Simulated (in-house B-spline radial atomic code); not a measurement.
Configurations of Tl4+, with energies counted from [Xe] 4f14 (5d3/2)4 (5d5/2)5. Method: Dirac-Hartree-Fock, average of each configuration as written, Fermi nucleus of rms radius 5.4759 fm. Calculated with an all-electron radial atomic-structure program (B-spline basis). Energies include first-order Breit, QED and recoil terms.

Occupations are held fixed; configurations that lie above the ionisation limit could autoionise.

| configuration | E - E(ref) (eV) | highest orbital | its <r> (bohr) |
| --- | --- | --- | --- |
| [Xe] 4f14 (5d3/2)3 (5d5/2)6 | 2.2615 | 5d5/2 | 1.306 |
| [Xe] 4f14 (5d3/2)4 (5d5/2)4 (6f5/2)1 | 49.756 | 6f5/2 | 5.461 |
| [Xe] 4f14 (5d3/2)2 (5d5/2)6 (9p1/2)1 | 59.956 | 9p1/2 | 10.49 |
| [Xe] (4f5/2)5 (4f7/2)8 (5d3/2)3 (5d5/2)6 6s1 | 127.24 | 6s1/2 | 2.055 |
| [Xe] (4f5/2)5 (4f7/2)8 (5d3/2)3 (5d5/2)6 (9g9/2)1 | 175.42 | 9g9/2 | 22.15 |

Q: Order these further configurations by energy, lowest first.
A. [Kr] 4d10 4f14 5s2 (5p1/2)2 (5p3/2)3 (5d3/2)4 (5d5/2)5 (8p1/2)1
B. [Xe] (4f5/2)6 (4f7/2)7 (5d3/2)3 (5d5/2)6 (7p1/2)1
C. [Xe] (4f5/2)5 (4f7/2)8 5d10
D. [Kr] 4d10 4f14 5s2 (5p1/2)2 (5p3/2)3 (5d3/2)4 (5d5/2)5 (7f5/2)1
E. [Kr] (4d3/2)3 (4d5/2)6 4f14 5s2 5p6 (5d3/2)4 (5d5/2)5 (6f5/2)1

A: C (110.07 eV), A (115.96 eV), D (119.6 eV), B (153.03 eV), E (450.69 eV).

Q: How far above the reference does [Kr] (4d3/2)3 (4d5/2)6 4f14 5s2 5p6 (5d3/2)4 (5d5/2)5 (7g7/2)1 lie?

A: 458.87 eV; its least bound orbital is 7g7/2 with <r> = 12.59 bohr.
